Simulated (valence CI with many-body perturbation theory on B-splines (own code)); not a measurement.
# E1 line list for Er XXXVII

Calculated by valence CI with perturbative core correlation (CI+MBPT): four valence electrons over a frozen Dirac-Fock core [Ar] 3d10, a basis of 11 s, 11 p, 10 d, 8 f, 5 g, 2 h functions for each j, with the one-electron correlation potential Σ1, the two-electron term Σ2, the three-electron term Σ3, Breit, model QED; selected CI, second order for the rest, scaled by the run's own slope (own B-spline code, finite nucleus).

The last digits are not significant, and no measured levels were compared; by estimate large intervals hold to a few tenths of a per cent, small ones and those within an open d or f shell to about a per cent. Among the levels kept, up to 390 cm⁻¹ of a level comes from second order outside the variational space, and about a tenth of that is noise between levels of different J, which matters for small intervals.

Lines 151 to 200 of 557 in falling wavelength, among levels below 37.617 Ry, chosen from the strongest by gf and those to the six lowest levels. Wavelengths and rates use the calculated energies. Electric multipoles are in the length gauge with retardation, E1 and E2 with the static RPA response of the core. Weak lines are less certain than strong ones. Lines between different terms over intervals too small for the method are left out, as are lines whose strength nearly cancels. Where a level lies close to another of its J and parity, the split of strength between their lines is uncertain. The highest levels of a list are the least certain.

Levels are named by their leading jj configuration (3d3/2^4 stands for four electrons in 3d with j = 3/2), which in mixed levels can hold well under half, so a name can repeat and another be missing. Letters in brackets count levels of one name in rising energy.

```csv
λ vac (nm),Upper,Lower,A (s⁻¹),S (a.u.) with core polarisation,S without
8.213,(4p1/2^2 4p3/2^2) J=0,(4s 4p1/2^2 4p3/2) J=1,2.27e+11,6.21e-02,6.62e-02
8.211,(4s^2 4p1/2 4d5/2) J=2,(4s^2 4p1/2 4p3/2) J=2,4.75e+10,6.49e-02,6.93e-02
8.210,(4s 4p1/2 4d5/2^2) J=2,(4s 4p1/2 4p3/2 4d5/2) J=3 [a],5.28e+10,7.21e-02,7.67e-02
8.209,(4p1/2^2 4p3/2^2) J=2,(4s 4p1/2^2 4p3/2) J=2,1.12e+11,1.52e-01,1.62e-01
8.205,(4s 4p1/2^2 4d5/2) J=3,(4s 4p1/2^2 4p3/2) J=2,1.38e+11,2.63e-01,2.79e-01
8.203,(4s 4p3/2^2 4d5/2) J=3 [a],(4s^2 4p3/2 4d3/2) J=3,2.33e+10,4.44e-02,4.75e-02
8.197,(4s 4p1/2 4p3/2 4d5/2) J=2 [b],(4s 4p1/2 4p3/2^2) J=3,1.62e+11,2.20e-01,2.34e-01
8.197,(4s 4p1/2 4d3/2 4d5/2) J=3 [c],(4s 4p1/2 4p3/2 4d3/2) J=3 [c],2.37e+10,4.50e-02,4.80e-02
8.189,(4s 4p1/2 4d3/2 4d5/2) J=1 [c],(4s 4p1/2 4p3/2 4d3/2) J=0 [b],7.74e+10,6.30e-02,6.70e-02
8.187,(4s 4p1/2 4d3/2 4d5/2) J=3 [c],(4s 4p1/2 4p3/2 4d3/2) J=3 [b],6.19e+10,1.17e-01,1.25e-01
8.181,(4p1/2 4p3/2^2 4d3/2) J=1 [a],(4s 4p1/2 4p3/2 4d3/2) J=0 [a],5.41e+10,4.38e-02,4.67e-02
8.179,(4s 4p1/2 4p3/2 4d5/2) J=2 [a],(4s 4p1/2 4p3/2^2) J=2 [a],8.96e+10,1.21e-01,1.29e-01
8.175,(4p1/2^2 4p3/2 4d5/2) J=2,(4p1/2^2 4p3/2^2) J=2,2.01e+11,2.71e-01,2.88e-01
8.174,(4s 4p1/2 4p3/2^2) J=1 [a],(4s^2 4p1/2 4p3/2) J=2,6.55e+10,5.30e-02,5.65e-02
8.173,(4s^2 4d3/2 4d5/2) J=2 [a],(4s^2 4p3/2 4d3/2) J=1,8.07e+10,1.09e-01,1.16e-01
8.164,(4s 4p1/2^2 4f7/2) J=3 [a],(4s 4p1/2^2 4d5/2) J=3,4.11e+10,7.73e-02,8.19e-02
8.160,(4p1/2 4p3/2^2 4d5/2) J=2 [a],(4s 4p1/2 4p3/2 4d3/2) J=2 [d],6.72e+10,9.01e-02,9.57e-02
8.160,(4s 4p1/2^2 4f7/2) J=3 [a],(4p1/2^2 4p3/2^2) J=2,6.37e+10,1.19e-01,1.26e-01
8.159,(4s^2 4d3/2 4d5/2) J=3,(4s^2 4p3/2 4d3/2) J=2,5.88e+10,1.10e-01,1.17e-01
8.149,(4s 4p1/2 4d3/2 4d5/2) J=3 [d],(4s 4p1/2 4p3/2 4d3/2) J=3 [c],6.69e+10,1.25e-01,1.33e-01
8.147,(4s 4p1/2 4d3/2 4d5/2) J=1 [b],(4s 4p1/2 4p3/2 4d5/2) J=1 [a],7.85e+10,6.28e-02,6.67e-02
8.144,(4p1/2 4p3/2^2 4d5/2) J=3 [b],(4s 4p1/2 4p3/2 4d5/2) J=4 [c],1.18e+11,2.19e-01,2.34e-01
8.144,(4s 4p1/2 4p3/2 4f5/2) J=2 [b],(4s 4p1/2 4p3/2 4d5/2) J=2 [b],3.84e+10,5.11e-02,5.43e-02
8.141,(4s 4p1/2 4p3/2 4f7/2) J=4 [a],(4s 4p1/2 4p3/2 4d5/2) J=4 [b],9.52e+10,2.28e-01,2.42e-01
8.136,(4s 4p1/2 4p3/2 4f7/2) J=4 [a],(4s 4p1/2 4p3/2 4d5/2) J=3 [b],1.92e+10,4.60e-02,4.85e-02
8.135,(4s 4p1/2 4p3/2 4d5/2) J=1 [a],(4s 4p1/2 4p3/2^2) J=2 [a],1.14e+11,9.11e-02,9.69e-02
8.131,(4p1/2 4p3/2^2 4d5/2) J=4 [a],(4s 4p1/2 4p3/2 4d5/2) J=4 [a],8.33e+10,1.99e-01,2.11e-01
8.129,(4s 4p1/2 4p3/2 4f5/2) J=1 [b],(4s 4p1/2 4p3/2 4d5/2) J=2 [b],1.12e+11,8.92e-02,9.49e-02
8.126,(4p1/2 4p3/2^2 4d5/2) J=3 [b],(4s 4p1/2 4p3/2 4d5/2) J=3 [c],3.21e+10,5.95e-02,6.32e-02
8.121,(4s 4p1/2 4p3/2 4d5/2) J=2 [c],(4s 4p1/2 4p3/2^2) J=1 [a],5.22e+10,6.90e-02,7.32e-02
8.118,(4s 4p1/2 4p3/2 4f5/2) J=3 [d],(4s 4p1/2 4p3/2 4d5/2) J=2 [b],5.73e+10,1.06e-01,1.12e-01
8.116,(4s^2 4p1/2 4d5/2) J=3,(4s^2 4p1/2 4p3/2) J=2,2.20e+11,4.07e-01,4.31e-01
8.116,(4s 4p1/2 4p3/2 4f5/2) J=3 [a],(4s 4p1/2 4p3/2 4d5/2) J=4 [a],2.44e+10,4.50e-02,4.78e-02
8.114,(4p1/2 4p3/2^2 4d5/2) J=2 [b],(4s 4p1/2 4p3/2 4d5/2) J=3 [b],4.08e+10,5.38e-02,5.73e-02
8.110,(4s 4p1/2 4d3/2 4d5/2) J=2 [d],(4s 4p1/2 4p3/2 4d3/2) J=1 [b],6.03e+10,7.94e-02,8.40e-02
8.110,(4s 4p1/2 4p3/2 4d3/2) J=0 [b],(4s^2 4p1/2 4d3/2) J=1,2.31e+11,6.09e-02,6.48e-02
8.104,(4s 4p1/2 4p3/2 4d5/2) J=1 [c],(4s 4p1/2 4p3/2^2) J=1 [a],2.42e+11,1.91e-01,2.02e-01
8.103,(4s 4p1/2^2 4d5/2) J=2,(4s 4p1/2^2 4p3/2) J=1,2.88e+11,3.78e-01,4.01e-01
8.101,(4s 4p1/2 4p3/2 4d5/2) J=2 [d],(4s^2 4p1/2 4d5/2) J=3,2.63e+11,3.45e-01,3.68e-01
8.099,(4p1/2 4p3/2^3) J=2,(4s 4p1/2 4p3/2^2) J=2 [b],1.25e+11,1.63e-01,1.74e-01
8.094,(4s^2 4p3/2 4f5/2) J=1,(4s^2 4p3/2 4d5/2) J=1 [a],6.43e+10,5.05e-02,5.38e-02
8.093,(4s 4p1/2 4d3/2 4d5/2) J=2 [d],(4s 4p1/2 4p3/2 4d3/2) J=2 [c],6.12e+10,8.00e-02,8.49e-02
8.089,(4s 4p1/2 4p3/2 4f7/2) J=4 [b],(4s 4p1/2 4p3/2 4d5/2) J=4 [c],1.78e+11,4.19e-01,4.45e-01
8.085,(4s 4p1/2 4p3/2 4d5/2) J=2 [c],(4s^2 4p1/2 4d5/2) J=2,3.56e+10,4.64e-02,4.96e-02
8.083,(4s 4p1/2 4d5/2^2) J=3,(4s 4p1/2 4p3/2 4d5/2) J=2 [b],4.09e+10,7.47e-02,7.88e-02
8.082,(4p1/2 4p3/2^2 4d3/2) J=2 [b],(4s 4p1/2 4p3/2 4d3/2) J=3 [c],3.56e+10,4.63e-02,4.93e-02
8.078,(4s 4p1/2 4p3/2 4f7/2) J=5 [b],(4s 4p1/2 4p3/2 4d5/2) J=5,1.25e+11,3.59e-01,3.82e-01
8.078,(4s 4p3/2^2 4d3/2) J=1 [c],(4s 4p3/2^3) J=2,8.13e+10,6.35e-02,6.74e-02
8.074,(4s 4p1/2^2 4f7/2) J=3 [b],(4s 4p1/2^2 4d5/2) J=2,3.11e+11,5.65e-01,5.98e-01
8.073,(4p1/2 4p3/2^2 4d5/2) J=1,(4s 4p1/2 4p3/2 4d3/2) J=1 [c],1.11e+11,8.64e-02,9.16e-02
```
